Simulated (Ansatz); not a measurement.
## Which is lower?

The two ends of one reaction step of BH2ClOF2, closed shell (PBE0-D4/def2-TZVP).

A:

```
7
angstrom
B -0.4834 0.9372 -0.6105
O 0.2171 -0.1989 -0.3888
F -0.5687 1.4760 -1.8148
F -1.0922 1.5169 0.3981
H 0.5068 -1.2048 1.2935
Cl 0.7868 -1.9636 2.2972
H 0.6336 -0.5627 -1.1748
```

B:

```tsv
atom	x (Å)	y (Å)	z (Å)
B1	-0.6172	0.3082	0.1622
O2	1.0060	0.0192	-0.3035
F3	-1.2535	0.1435	-1.0173
F4	-0.5873	1.5477	0.6593
H5	1.3655	-0.6475	0.2985
Cl6	-0.9079	-1.0125	1.3939
H7	0.9943	-0.3585	-1.1932
```

Ansatz 0.2.0; basis: def2-TZVPP; cores frozen in the correlated methods. B3LYP uses VWN-RPA correlation.

(1) Which structure is lower at CCSD(T), and by how much? (To be estimated.)

The T1 diagnostic stays at or below 0.011.

Answers

(1) By the calculation: A, by 32.9 kJ/mol (electronic energy, against the other). By their contacts, A is a complex of BHOF₂ ([OH][B]([F])[F]) + HCl and B is BH₂ClOF₂ ([OH2][B]([F])([F])[Cl]).

All methods give the same order:

```json
{"method": "SPW92", "E(B) − E(A) (kJ/mol)": "5.3"}
{"method": "PBE-D4", "E(B) − E(A) (kJ/mol)": "25.7"}
{"method": "BLYP-D4", "E(B) − E(A) (kJ/mol)": "42.0"}
{"method": "r2SCAN-D4", "E(B) − E(A) (kJ/mol)": "23.8"}
{"method": "B97M-V", "E(B) − E(A) (kJ/mol)": "31.8"}
{"method": "PBE0-D4", "E(B) − E(A) (kJ/mol)": "24.9"}
{"method": "B3LYP-D4", "E(B) − E(A) (kJ/mol)": "39.7"}
{"method": "r2SCAN0-D4", "E(B) − E(A) (kJ/mol)": "23.9"}
{"method": "BHLYP-D4", "E(B) − E(A) (kJ/mol)": "38.9"}
{"method": "CAM-B3LYP-D4", "E(B) − E(A) (kJ/mol)": "36.4"}
{"method": "wB97X-V", "E(B) − E(A) (kJ/mol)": "26.2"}
{"method": "wB97M-V", "E(B) − E(A) (kJ/mol)": "25.0"}
{"method": "B2PLYP", "E(B) − E(A) (kJ/mol)": "39.0"}
{"method": "PBE-QIDH", "E(B) − E(A) (kJ/mol)": "25.1"}
{"method": "RPA on PBE", "E(B) − E(A) (kJ/mol)": "35.4"}
{"method": "HF", "E(B) − E(A) (kJ/mol)": "60.1"}
{"method": "MP2", "E(B) − E(A) (kJ/mol)": "28.7"}
{"method": "CCSD", "E(B) − E(A) (kJ/mol)": "37.3"}
{"method": "CCSD(T)", "E(B) − E(A) (kJ/mol)": "32.9"}
```

Labels in which every atom is bracketed show which atoms are joined, not bond orders.

For scale, one of the runs: CCSD(T)/def2-TZVPP, 194 basis functions, launched by `ansatz run in.yaml --threads 4 --pin off --events-out ev --progress --plain --max-ram 9574MiB`. Time: 69 s of wall clock on 4 CPU threads of an Intel Xeon; the host was shared. Peak host memory: 2.4 GiB.
